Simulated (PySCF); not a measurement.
Compound: C5H13Si2 (doublet state).
Numbering: `[CH3:1][CH2:2][CH2:3]/[C:4]([SiH2:5])=[CH:6]\[SiH3:7]` (hydrogens: H8, H9, H10 on C1; H11, H12 on C2; H13, H14 on C3; H15, H16 on Si5; H17 on C6; H18, H19, H20 on Si7)

Structure used (GFN2-xTB), in Å, numbered top down from 1:
```xyz
20
C5H13Si2 angstrom
C      2.565   -0.929   -0.391
C      1.335   -0.058   -0.609
C      0.456    0.014    0.642
C     -0.748    0.888    0.403
Si    -0.502    2.695    0.546
C     -1.944    0.349    0.038
Si    -2.350   -1.460   -0.160
H      3.176   -0.959   -1.291
H      2.271   -1.946   -0.141
H      3.172   -0.536    0.422
H      1.646    0.953   -0.885
H      0.742   -0.458   -1.434
H      0.132   -0.994    0.907
H      1.054    0.405    1.470
H     -1.572    3.632    0.266
H      0.757    3.245    1.015
H     -2.755    1.044   -0.153
H     -2.205   -2.194    1.107
H     -1.493   -2.122   -1.155
H     -3.744   -1.558   -0.601
```

The hyperfine couplings belong to this conformer and change with its torsions.

The calculation used UKS B3LYP, pcH-1 on C H Si, non-relativistic, mean-field spin-orbit, GIAO (PySCF). The structure is a single GFN2-xTB conformer in the gas phase; no vibrational or solvent corrections. The geometry wasn't refined by DFT: couplings that depend on bond lengths, twists or pyramidal angles can differ widely from those at the functional's own minimum, by a factor of two or more for some ions and for spin on atoms past the first row. The SCF solution wasn't tested for stability.

Q: Match the computed a_iso(13C) values -32.5, +28.1, -3.4, +3.1 MHz with the sites C2; C3; C4; C6.

A: 
```csv
site,a_iso (MHz),ρ(0) (bohr⁻³),position,distance from Si5 (Å),spin population,largest |T| (MHz)
C2,-3.4,-0.0030,3 bonds from Si5,3.50,0.00,1.9
C3,+3.1,+0.0028,2 bonds from Si5,2.85,+0.01,0.6
C4,-32.5,-0.0289,1 bond from Si5,1.83,-0.18,18.2
C6,+28.1,+0.0250,2 bonds from Si5,2.80,+0.33,49.8
```

Q: Match the computed a_iso(29Si) values -132.5, +18.0 MHz with the sites Si5; Si7.

A: 
```tsv
site	a_iso (MHz)	ρ(0) (bohr⁻³)	position	distance from Si5 (Å)	spin population	largest |T| (MHz)
Si5	-132.5	+0.1503	largest spin population	0.00	+0.94	170.5
Si7	+18.0	-0.0203	3 bonds from Si5	4.60	-0.01	1.2
```

ρ(0) is the spin density at the nucleus and T the dipolar tensor; a_iso includes a spin–orbit part; entries for several nuclei are means. The Mulliken spin populations are largest on Si5 (+0.94), C6 (+0.33) and C4 (-0.18). The angles at Si5 add up to 359.9°, so it is planar; its axial dipolar tensor and the negative couplings of its protons fit spin in a p orbital normal to that plane.

Nuclei that the bonding pattern makes equivalent are averaged, as if the motion that swaps them (rotation, inversion, ring flip) were fast. The three 1H nuclei of mean +14.2 MHz run from -0.7 to 21.8 MHz in the frozen geometry.
